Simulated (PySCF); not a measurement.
B(Cl)(NCO)(OH) (CHBClNO2), SMILES O=C=NB(O)Cl. Atoms are numbered in the order given.

```xyz
7

B      0.4794    -0.6130     0.0000
Cl    -1.0439    -1.5474     0.0000
N      0.4410     0.8037     0.0000
C      0.0127     1.9280     0.0000
O     -0.3476     3.0426     0.0000
O      1.6725    -1.2444     0.0000
H      1.5880    -2.2094     0.0000
```

Geometry optimised at TPSSh-D3(BJ)/def2-SVP. This is a generated structure with no PubChem entry under its InChIKey; it may be hypothetical. One conformer was computed; it need not be the lowest.

Two levels are set side by side: PBE/pcSseg-1 (PySCF) and HF/pcSseg-1 (PySCF). GIAO shifts against BF3 (¹¹B), H2O (¹⁷O), HCl (³⁵Cl), NH3 (¹⁵N), TMS (¹H), TMS (¹³C) at the same level; non-relativistic, no solvent, atoms listed together averaged. Without spin–orbit terms, shifts of atoms bonded to Cl or Br come out too high at both levels. Differences are taken from unrounded values.

| quantity | HF |
|---|---|
| δ(¹¹B) of B1 (ppm) | 12.1 |
| δ(³⁵Cl) of Cl2 (ppm) | 83.3 |
| δ(¹⁵N) of N3 (ppm) | 53.5 |
| δ(¹³C) of C4 (ppm) | 139.4 |
| δ(¹⁷O) of O5 (ppm) | 147.1 |
| δ(¹⁷O) of O6 (ppm) | 134.2 |
| δ(¹H) of H7 (ppm) | 5.13 |

What does PBE give, and how far is it from HF? (An estimate is asked for; the answer gives what the named calculation found.)


```csv
quantity,PBE,PBE minus HF
δ(¹¹B) of B1 (ppm),7.5,-4.6
δ(³⁵Cl) of Cl2 (ppm),162.8,79.5
δ(¹⁵N) of N3 (ppm),78.5,25.0
δ(¹³C) of C4 (ppm),125.7,-13.7
δ(¹⁷O) of O5 (ppm),175.6,28.5
δ(¹⁷O) of O6 (ppm),180.6,46.4
δ(¹H) of H7 (ppm),5.24,0.10
```

Rough cost on one machine, each run with all the roots and properties that it gave: HF against PBE within a factor of 2.
